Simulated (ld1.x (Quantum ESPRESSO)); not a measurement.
## Configuration tests for vanadium (TM)

| Item | Value |
| --- | --- |
| Element | vanadium (V) |
| Generator | ld1.x (Quantum ESPRESSO) 7.5 |
| Type | norm-conserving Troullier–Martins (Kleinman–Bylander form) |
| Functional | LDA (PZ) |
| Relativity | scalar-relativistic |
| Frozen core | [Ar] |
| Valence charge | 5 |
| Reference configuration | 3d3 4s2 4p0 |
| Partial waves | 4p (bound, empty): rc 2.95 bohr; 3d (bound): rc 1.55 bohr; 4s (bound): rc 2.85 bohr |
| Local potential | the s channel |
| Core correction | Bessel-smoothed model core, default radius (core density twice the valence density) |

Energies are relative to the spin-unpolarised reference configuration 3d3 4s2 4p0; without spin polarisation the order of configurations can differ from experiment. Spin-polarised rows fill each open shell by Hund’s rule, majority spin first. Not all tests gave a result: 4 of 9 tests not solved or not reliable. Left out of the table: 3d3 4s1 4p0 (solver errors, printed error -5.8 meV); 3d3 4s1.5 4p0 (solver errors, printed error -1.2 meV); 3d1 4s0 4p0 (solver errors, printed error -2.4 eV); 3d3 4s2 4p0 (spin-polarised) (solver errors, printed error +118 meV).

Q: Give the all-electron excitation energy and the error of the potential for: 3d3 4s0 4p0; 3d2 4s0 4p0; 3d3 4s1 4p1; 3d2 4s2 4p1; 3d3 4s1 4p0 (spin-polarised).

A:

```
       valence configuration  charge  ΔE all-electron (eV)  error AE − PS (meV)
                 3d3 4s0 4p0      +2                22.486                  -46
                 3d2 4s0 4p0      +3                51.645                 -566
                 3d3 4s1 4p1       0                 3.409                 -2.4
                 3d2 4s2 4p1       0                 5.910                 -424
3d3 4s1 4p0 (spin-polarised)      +1                 5.572                 +117
```

Levels in the configuration 3d2 4s2 4p1:

```json
{"level": "3d", "all-electron (eV)": "-10.853", "pseudo (eV)": "-11.743"}
{"level": "4s", "all-electron (eV)": "-6.696", "pseudo (eV)": "-6.705"}
{"level": "4p", "all-electron (eV)": "-2.682", "pseudo (eV)": "-2.635"}
```
